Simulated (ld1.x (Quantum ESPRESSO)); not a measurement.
**What one change does to a pseudopotential (Bi, TM)**

```
Element                 : bismuth
Generator               : ld1.x (Quantum ESPRESSO) 7.5
Type                    : norm-conserving Troullier–Martins (Kleinman–Bylander form)
Functional              : LDA (PZ)
Relativity              : fully relativistic
Frozen core             : [Xe] 4f14 5d10
Valence charge          : 5
Reference configuration : 6s2 6p3
Partial waves           : 6s (bound): rc 1.45 bohr; 6p (bound): rc 2.55 bohr
Local potential         : all-electron potential smoothed inside 1.85 bohr (lloc = -1)
Core correction         : none
```

Open shells are filled in proportion to 2j + 1 (rel_dist='average').

Change: scalar-relativistic.

Cutoffs: the cutoffs (Ry, on a coarse ladder) from which the occupation-weighted sum of valence levels, in a spherical-Bessel basis at the reference potential, stays within 10 and 1 mRy of its value at 400 Ry; they do not see the model core or the augmentation charge, which bear on the density cutoff. Errors are all-electron minus pseudo energies relative to the spin-unpolarised reference configuration.

Task: Predict the effect on cutoff, ghosts and configuration errors.

Result: The potential gets neither clearly harder nor softer (55 Ry and 160 Ry → 55 Ry and 160 Ry); both files keep a bound ghost (d, s); the number of tests with a reliable result goes from 7 to 9; of the 7 tests that both files solve, the error grows in 1 and shrinks in 4 by more than 15 % and 0.3 meV (median size 44.4 → 31.9 meV).

| quantity | base | changed |
| --- | --- | --- |
| cutoff, loose | 55 Ry | 55 Ry |
| cutoff, tight | 160 Ry | 160 Ry |
| loose cutoff by channel (10 mRy a level) | s 40 Ry, p 8 Ry | s 40 Ry, p 6 Ry |
| bound ghosts | s, d | s, d |
| error for 6s2 6p2, meV [ΔE 8.31 → 8.15 eV] | +9.6 | +5.2 |
| error for 6s2 6p1, meV [ΔE 24.05 → 23.72 eV] | +44 | +32 |
| error for 6s2 6p0, meV [ΔE 47.99 → 47.43 eV] | +94 | +79 |
| error for 6s0 6p5, meV [ΔE 20.23 → 20.72 eV] | +113 | +113 |
| error for 6s1 6p3, meV [ΔE 18.96 → 19.05 eV] | +34 | +25 |
| error for 6s1 6p0, meV [ΔE 93.88 → 93.35 eV] | +378 | +348 |
| error for 6s2 6p3.3, meV [ΔE -1.20 → -1.15 eV] | +0.5 | +1.0 |
| s: phases at 2.75 bohr within 0.05 rad from the reference energy up to (Ry; the scan ends near 5) | 2.0 | 2.0 |

 A true bound ghost makes a file unfit for plane-wave use even where its test errors are small: the radial tests pick states by their node count and pass the ghost by.
